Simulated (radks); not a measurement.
Question: Radial electron density D(r) = 4 pi r^2 rho(r) of an atom or ion with 14 electrons. Method: scalar-relativistic Kohn-Sham, SOGGA, spin-polarised, spherical densities, finite nucleus; Fermi nuclear charge, rms radius of each element as measured or else 0.836 A^(1/3) + 0.57 fm; computed with a radial shooting solver on a logarithmic mesh with Libxc functionals.

```
   r/bohr * D(r) (the largest magnitude, 16.9, reaches the edge; | marks zero)
 0.006963 |   *
 0.008852 |     *
  0.01134 |       *
  0.01454 |           *
  0.01848 |                 *
  0.02368 |                        *
   0.0301 |                                *
  0.03858 |                                         *
  0.04943 |                                                 *
  0.06284 |                                                      *
  0.08053 |                                                      *
   0.1024 |                                                *
   0.1312 |                                        *
   0.1681 |                                  *
   0.2137 |                                    *
   0.2739 |                                            *
   0.3482 |                                                   *
   0.4461 |                                                *
   0.5717 |                                  *
   0.7268 |                   *
   0.9314 |         *
    1.184 |      *
    1.517 |       *
    1.944 |      *
    2.472 |   *
    3.167 | *
    4.026 *
     5.16 *
    6.612 *
```

What is the nuclear charge?

Answer: Z = 15. The innermost maximum, from 1s, lies near gamma/Z bohr with gamma = sqrt(1 - (Z/c)^2) = 0.994, here 0.0663 bohr (found: 0.0697), and its height grows with Z. The density is that of the phosphorus ion P+ in [Ne] 3s2 3p2; the configuration itself is not fixed sharply by these data, and Z only to about a unit. D(r) has 3 maxima, at r = 0.0697, 0.371, 1.57 bohr, and minima at 0.178, 1.17 bohr, inside which lie 2.18, 10.38 electrons.
